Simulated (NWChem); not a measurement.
Species: CH3AlCl, doublet; SMILES [CH3][Al][Cl]

The spin multiplicity was typed, not searched, and may not be the lowest.

Question: Give the equilibrium geometry at B3LYP/6-31G* (spherical d), spin-unrestricted (NWChem) as a Z-matrix, with the point group.

Answer: point group C1; any orientation.
```
C
H 1 1.0941
H 1 1.0974 2 108.92
H 1 1.0975 2 108.84 3 -117.52
Al 1 1.9869 2 112.31 4 -121.19
Cl 5 2.1500 1 116.22 2 -178.98
```
